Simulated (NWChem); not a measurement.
Molecule: GaH2O2I; SMILES [OH][Ga]([OH])[I]

```xyz
6

Ga    -0.0069     1.1286     0.0000
I      0.0659    -1.3580     0.0000
O     -1.5992     1.9503     0.0000
H     -1.4732     2.9191     0.0000
O      1.4619     2.1665     0.0000
H      2.2801     1.6348     0.0000
```
Atoms are numbered in this order, from 1.

Level: PBE-D3(BJ)/def2-SVP with def2 effective core potentials on I (NWChem), optimised geometry, unscaled harmonic frequencies. def2 effective core potentials on I; no spin-orbit coupling.

Problem. List the harmonic frequencies with IR intensities, and the thermochemistry.

Solution. 
| frequency (cm⁻¹) | IR intensity (km/mol) |
|---|---|
| 113 | 3.7 |
| 152 | 8.3 |
| 163 | 16.2 |
| 247 | 29.0 |
| 306 | 189.0 |
| 338 | 5.2 |
| 661 | 70.7 |
| 708 | 88.9 |
| 811 | 73.5 |
| 846 | 113.9 |
| 3713 | 76.7 |
| 3730 | 62.0 |

```
Property                                                                           Result
-----------------------------------------------------------------------  ----------------
zero-point energy                                                           16.8 kcal/mol
thermal correction to the enthalpy at 298.15 K (with zero-point energy)     21.5 kcal/mol
heat capacity Cv                                                         19.6 cal/(mol K)
entropy at 298.15 K and 1 atm (symmetry number 1)                        84.3 cal/(mol K)
```

Rigid rotor and harmonic oscillator.
